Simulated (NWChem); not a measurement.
System: CH2N, doublet; SMILES C=[N]

NWChem input:

```
start job
memory heap 200 mb stack 900 mb global 1100 mb
geometry units angstroms noautosym nocenter noautoz
  C      0.000000     0.000000     0.501291
  N      0.000000     0.000000    -0.749409
  H      0.000000    -0.947957     1.098623
  H      0.000000     0.947957     1.098623
end
basis spherical
  C library def2-svp
  N library def2-svp
  H library def2-svp
end
dft
  odft
  mult 2
  xc b3lyp
  iterations 150
  mulliken
end
task dft energy
esp
  recalculate
  probe 0.07
  range 0.3
  factor 1.0
  spacing 0.02
end
task esp
```

In the optimisation the excess spin sits in b2 (C2v, its own frame). Coordinates come from a PBE-D3(BJ)/def2-SVP, spin-unrestricted optimisation. No stability test was run on the SCF state.

Atomic charges in e: unrestrained fits to the electrostatic potential beside Mulliken populations; the two definitions need not agree.

Atoms are numbered as in the input.

Task: What results follow from this input? (B3LYP/def2-SVP, spin-unrestricted.) Quantities: ESP C1; Mulliken C1; ESP N2; Mulliken N2; relative RMS misfit of the potential (%).

Result: The ESP C1 comes out as 0.18 and the Mulliken C1 is -0.03. The ESP N2 is -0.32 and the Mulliken N2 comes out as -0.12. The relative RMS misfit of the potential (%) is 27.
